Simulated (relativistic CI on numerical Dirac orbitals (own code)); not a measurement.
Calculated at this level of theory: Dirac-Coulomb-Breit CI, KLI orbitals optimised for each configuration, QED by a radiative potential, valence Slater integrals scaled by 0.85, P86 correlation energy added to each configuration (own radial code, finite nucleus).

CI space (outside the closed core [Ne]): 3s²3p⁶, 3s²3p⁵3d, 3s3p⁶3d, 3s²3p⁵4s, 3s²3p⁵4p, 3s²3p⁵4d, 3s²3p⁵5s, 3s²3p⁵4f, 3s²3p⁵5p, 3s²3p⁵5d, 3s²3p⁵6s, 3s²3p⁵5f, 3s²3p⁵5g, 3s²3p⁵6p, 3s3p⁶4s, 3s²3p⁵6d, 3s3p⁶4p, 3s3p⁶4d, 3s3p⁶5s, 3s3p⁶4f, 3s3p⁶5p, 3s3p⁶5d, 3s3p⁶6s, 3s3p⁶5f, 3s3p⁶5g, 3s3p⁶6p, 3s3p⁶6d, 3p⁶3d², 3p⁵3d³, 3p⁵3d²4s, 3p⁵3d²4p, 3p⁵3d²4d, 3p⁵3d²5s. Double excitations out of closed p, d and f shells are left out; levels of such configurations are missing from the list, as are those of other unlisted configurations, and high levels can miss mixing partners. These lack a partner that the ground configuration has and come out too high: 3s²3p⁵4f, 3s²3p⁵5p, 3s²3p⁵5d, 3s²3p⁵6s, 3s²3p⁵5f.

At this charge configurations can still be misplaced by up to about 7 % of their energy. 36 of the 44 excited levels that our extract of the measured tables holds in this range could be paired (the sources list more); they are missed by 9746 cm⁻¹ on average and 63425 at most, and levels without a partner can miss by more.

Outline of the computed level scheme of Ti V. Lowest level of each configuration: 3s²3p⁶ ¹S0 at 0.0000 eV; 3s²3p⁵3d ³P°0 at 34.1593 eV; 3s²3p⁵4s ³P°2 at 54.2895 eV; 3s²3p⁵4p ³S1 at 60.0472 eV; 3s3p⁶3d ³D1 at 66.8403 eV; 3s²3p⁵4d ³P°0 at 70.8217 eV; 3s²3p⁵5s ³P°2 at 75.3586 eV.

Some strong electric-dipole decays among the lowest 45 levels: 3s²3p⁵3d ¹P°1 → 3s²3p⁶ ¹S0 (2.0e+11 s⁻¹); 3s3p⁶3d ³D1 → 3s²3p⁵3d ³F°2 (1.3e+10 s⁻¹); 3s3p⁶3d ¹D2 → 3s²3p⁵3d ¹F°3 (1.2e+10 s⁻¹); 3s3p⁶3d ³D3 → 3s²3p⁵3d ³F°4 (1.2e+10 s⁻¹); 3s3p⁶3d ³D2 → 3s²3p⁵3d ³F°3 (1.2e+10 s⁻¹); 3s²3p⁵4s ¹P°1 → 3s²3p⁶ ¹S0 (6.5e+09 s⁻¹); 3s3p⁶3d ¹D2 → 3s²3p⁵3d ¹D°2 (6.3e+09 s⁻¹); 3s3p⁶3d ³D3 → 3s²3p⁵3d ³D°3 (5.3e+09 s⁻¹).

LS names give the leading component of a level, which can be under half, so a name can repeat, a term be missing and a line seem to break the LS rules.
